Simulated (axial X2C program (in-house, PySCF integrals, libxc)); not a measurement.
Density and ELF of AgSi⁺

Computed with an axial X2C code built on PySCF integrals. Two-component (2c) means X2C with spin–orbit coupling and atomic mean-field two-electron Coulomb and Gaunt terms. Basis: Ag dyall-cv3z [12s12p8d5f3g], Si dyall-v3z [8s7p2d1f] (cores contracted in-house); Gaussian nuclei, density fitting, unrestricted open shells. Masses: Ag 106.905 u, Si 27.977 u.

PBE0, 2c, state Ω = 0 (closed shell); Ag at z = 0, Si at z = 2.387 Å.

The maps cover the half plane through the axis: z from -2.4 to 4.2 Å along the bond, ρ from 0.15 to 2.25 Å away from it.

log10 of the density in e/bohr³:

```
 ρ\z  -2.4  -1.8  -1.2  -0.6   0.0   0.6   1.2   1.8   2.4   3.0   3.6   4.2
0.15  -3.9  -2.9  -1.6  -0.1   1.8  -0.1  -1.1  -0.9   1.1  -0.9  -1.5  -2.3
0.45  -4.0  -2.9  -1.8  -0.4   0.3  -0.4  -1.2  -1.1  -0.3  -1.1  -1.6  -2.3
0.75  -4.1  -3.1  -2.0  -1.0  -0.4  -0.9  -1.4  -1.4  -1.3  -1.3  -1.8  -2.5
1.05  -4.2  -3.3  -2.4  -1.5  -1.2  -1.4  -1.7  -1.7  -1.6  -1.7  -2.1  -2.7
1.35  -4.4  -3.5  -2.7  -2.0  -1.7  -1.9  -2.0  -2.1  -2.0  -2.1  -2.4  -3.0
1.65  -4.6  -3.8  -3.1  -2.5  -2.2  -2.3  -2.4  -2.5  -2.5  -2.5  -2.8  -3.3
1.95  -4.9  -4.1  -3.5  -3.0  -2.7  -2.7  -2.8  -3.0  -3.0  -3.0  -3.2  -3.7
2.25  -5.2  -4.4  -3.8  -3.4  -3.2  -3.1  -3.3  -3.5  -3.5  -3.5  -3.7  -4.1
```

Electron localisation function (collinear form, no current term, damped to 0 at low density):

```
 ρ\z  -2.4  -1.8  -1.2  -0.6   0.0   0.6   1.2   1.8   2.4   3.0   3.6   4.2
0.15  0.00  0.01  0.12  0.72  0.71  0.69  0.49  0.08  0.51  0.10  1.00  0.99
0.45  0.00  0.01  0.10  0.57  0.69  0.52  0.53  0.20  0.54  0.39  1.00  0.99
0.75  0.00  0.01  0.07  0.32  0.58  0.32  0.57  0.63  0.10  0.93  1.00  0.98
1.05  0.00  0.01  0.05  0.18  0.31  0.27  0.57  0.58  0.48  0.96  0.99  0.94
1.35  0.00  0.01  0.04  0.12  0.21  0.26  0.49  0.30  0.33  0.89  0.96  0.77
1.65  0.00  0.00  0.03  0.09  0.16  0.24  0.35  0.10  0.11  0.60  0.78  0.29
1.95  0.00  0.00  0.01  0.06  0.12  0.18  0.19  0.03  0.02  0.18  0.28  0.03
2.25  0.00  0.00  0.00  0.03  0.07  0.10  0.06  0.01  0.00  0.02  0.02  0.00
```

Occupations by symmetry block were frozen at the best pattern of an incomplete PBE0 search. PBE0 can misorder states that lie within some tenths of an eV, so this need not be the ground state of the molecule. The nearest other 2c determinant of the search, Ω = 2, lies 0.40 eV up at the distance of the search.
